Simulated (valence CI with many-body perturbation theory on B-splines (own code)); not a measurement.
## Energy levels of Zr35+

Level of theory: configuration interaction combined with many-body perturbation theory (CI+MBPT): three valence electrons over a frozen Dirac-Fock core [He], a basis of 11 s, 11 p, 10 d, 8 f, 5 g, 2 h functions for each j, with the one-electron correlation potential Σ1 (screened to all orders), the two-electron term Σ2, the three-electron term Σ3, Breit, model QED; selected single and double excitations, second order for the rest, scaled by the run's own slope (own B-spline code, finite nucleus).

The last digits are not significant, and no measured levels were compared; by estimate large intervals hold to a few tenths of a per cent, small ones and those within an open d or f shell to about a per cent.

Levels 136 to 180 of 211, with energies above the lowest level, (2s^2 2p1/2) J=1/2. "Leading %" is the weight of the configuration and term that name the level; weights of strongly mixed levels are sums over their largest components and can fall short. In the jj column 3d3/2^4 stands for four electrons in 3d with j = 3/2. Lifetimes count E1, E2, E3, M1 and M2 decay at the calculated energies, and are blank where another channel may lead or the interval is too uncertain; long ones can be off by a factor of two.

```csv
No.,Configuration,Term,J,E (Ry),Leading %,Second component,Lifetime,g,Leading jj
136,2s2p4s,²P°,1/2,270.33,84,16 % 2s2p4s ⁴P°,103 fs,0.963,2s 2p1/2 4s (95 %)
137,2s2p4p,⁴D,3/2,271.05,75,9 % 2s2p4p ²D,121 fs,1.203,2s 2p1/2 4p1/2 (72 %)
138,2s2p4p,²D,3/2,271.19,34,24 % 2s2p4p ⁴P,48.2 fs,1.370,2s 2p1/2 4p3/2 (76 %)
139,2s2p4p,⁴P,1/2,271.45,56,20 % 2s2p4p ²S,98.4 fs,2.020,2s 2p1/2 4p1/2 (94 %)
140,2s2p4d,⁴F°,3/2,271.91,64,13 % 2s2p4d ²D°,37.1 fs,0.647,2s 2p1/2 4d3/2 (99 %)
141,2s2p4p,⁴D,5/2,272.10,53,26 % 2s2p4p ²D,159 fs,1.368,2s 2p1/2 4p3/2 (94 %)
142,2s2p4p,²P,1/2,272.11,51,16 % 2s2p4p ⁴P,34.3 fs,1.172,2s 2p1/2 4p3/2 (94 %)
143,2s2p4p,²D,3/2,272.19,48,20 % 2s2p4p ⁴S,44.7 fs,1.277,2s 2p1/2 4p3/2 (95 %)
144,2s2p4d,⁴F°,5/2,272.27,32,31 % 2s2p4d ⁴D°,20.6 fs,1.231,2s 2p1/2 4d5/2 (96 %)
145,2s2p4f,⁴G,5/2,272.73,46,19 % 2s2p4f ⁴F,41.6 fs,0.838,2s 2p1/2 4f5/2 (100 %)
146,2s2p4d,⁴F°,5/2,272.83,38,26 % 2s2p4d ²D°,42.0 fs,1.134,2s 2p1/2 4d3/2 (84 %)
147,2s2p4f,⁴F,7/2,272.86,27,24 % 2s2p4f ⁴D,42.1 fs,1.148,2s 2p1/2 4f7/2 (100 %)
148,2s2p4d,⁴D°,3/2,273.02,33,24 % 2s2p4d ⁴P°,18.5 fs,1.195,2s 2p1/2 4d3/2 (83 %)
149,2s2p4d,⁴D°,1/2,273.06,66,26 % 2s2p4d ²P°,14.2 fs,0.371,2s 2p1/2 4d3/2 (94 %)
150,2s2p4d,⁴F°,7/2,273.20,46,28 % 2s2p4d ⁴D°,20.8 fs,1.263,2s 2p1/2 4d5/2 (94 %)
151,2s2p4d,²D°,3/2,273.38,45,37 % 2s2p4d ²P°,21.1 fs,1.012,2s 2p1/2 4d5/2 (82 %)
152,2s2p4d,²F°,5/2,273.41,56,22 % 2s2p4d ⁴P°,19.3 fs,1.100,2s 2p1/2 4d5/2 (88 %)
153,2s2p4f,⁴G,7/2,273.69,41,26 % 2s2p4f ²F,41.6 fs,1.028,2s 2p1/2 4f5/2 (94 %)
154,2s2p4f,⁴F,3/2,273.70,59,28 % 2s2p4f ²D,41.5 fs,0.622,2s 2p1/2 4f5/2 (95 %)
155,2s2p4f,⁴G,5/2,273.73,29,25 % 2s2p4f ⁴D,41.5 fs,0.982,2s 2p1/2 4f5/2 (86 %)
156,2s2p4f,⁴G,9/2,273.80,39,33 % 2s2p4f ⁴F,42.2 fs,1.204,2s 2p1/2 4f7/2 (95 %)
157,2s2p4f,²F,5/2,273.85,36,36 % 2s2p4f ²D,42.1 fs,1.008,2s 2p1/2 4f7/2 (86 %)
158,2s2p4f,²G,7/2,273.88,39,35 % 2s2p4f ⁴D,42.4 fs,1.138,2s 2p1/2 4f7/2 (94 %)
159,2s2p4s,⁴P°,5/2,276.33,100,,110 fs,1.592,2s 2p3/2 4s (100 %)
160,2s2p4s,²P°,3/2,276.65,83,16 % 2s2p4s ⁴P°,83.9 fs,1.388,2s 2p3/2 4s (100 %)
161,2s2p4p,⁴P,3/2,277.56,45,24 % 2s2p4p ⁴S,87.6 fs,1.632,2s 2p3/2 4p1/2 (100 %)
162,2s2p4p,⁴D,5/2,277.62,37,36 % 2s2p4p ²D,61.9 fs,1.362,2s 2p3/2 4p1/2 (98 %)
163,2s2p4p,⁴D,7/2,278.23,100,,176 fs,1.422,2s 2p3/2 4p3/2 (100 %)
164,2s2p4p,²P,3/2,278.36,52,32 % 2s2p4p ⁴S,46.7 fs,1.490,2s 2p3/2 4p3/2 (99 %)
165,2s2p4p,²D,5/2,278.57,50,48 % 2s2p4p ⁴P,52.2 fs,1.389,2s 2p3/2 4p3/2 (98 %)
166,2s2p4p,²S,1/2,278.69,56,27 % 2s2p4p ²P,37.2 fs,1.626,2s 2p3/2 4p3/2 (99 %)
167,2p²4s,⁴P,1/2,279.09,53,24 % 2p²4s ²P,107 fs,2.027,2p1/2^2 4s (96 %)
168,2s2p4d,⁴D°,5/2,279.25,48,20 % 2s2p4d ⁴F°,18.5 fs,1.263,2s 2p3/2 4d3/2 (99 %)
169,2s2p4d,⁴F°,7/2,279.27,47,44 % 2s2p4d ⁴D°,21.7 fs,1.307,2s 2p3/2 4d3/2 (68 %)
170,2s2p4d,⁴F°,9/2,279.28,100,,82.6 fs,1.328,2s 2p3/2 4d5/2 (100 %)
171,2s2p4d,⁴P°,3/2,279.31,50,40 % 2s2p4d ⁴D°,17.3 fs,1.420,2s 2p3/2 4d3/2 (98 %)
172,2s2p4d,⁴P°,1/2,279.34,87,12 % 2s2p4d ⁴D°,19.3 fs,2.322,2s 2p3/2 4d3/2 (98 %)
173,2s2p4d,²D°,5/2,279.60,47,27 % 2s2p4d ⁴P°,21.1 fs,1.275,2s 2p3/2 4d5/2 (99 %)
174,2s2p4d,²P°,3/2,279.72,37,36 % 2s2p4d ²D°,22.0 fs,1.175,2s 2p3/2 4d5/2 (93 %)
175,2s2p4d,²F°,7/2,279.81,77,22 % 2s2p4d ⁴D°,14.2 fs,1.201,2s 2p3/2 4d5/2 (68 %)
176,2s2p4s,²P°,1/2,279.88,48,26 % 2s2p4d ²P°,28.6 fs,0.698,2s 2p3/2 4s (48 %)
177,2s2p4f,⁴F,7/2,279.98,41,26 % 2s2p4f ⁴G,41.5 fs,1.131,2s 2p3/2 4f5/2 (99 %)
178,2s2p4f,⁴F,5/2,280.01,46,25 % 2s2p4f ⁴D,41.4 fs,1.070,2s 2p3/2 4f5/2 (100 %)
179,2s2p4d,²P°,1/2,280.03,42,23 % 2p²4p ⁴D°,26.4 fs,0.675,2p1/2^2 4p1/2 (49 %)
180,2s2p4f,⁴G,9/2,280.03,54,38 % 2s2p4f ⁴F,41.7 fs,1.223,2s 2p3/2 4f5/2 (63 %)
```
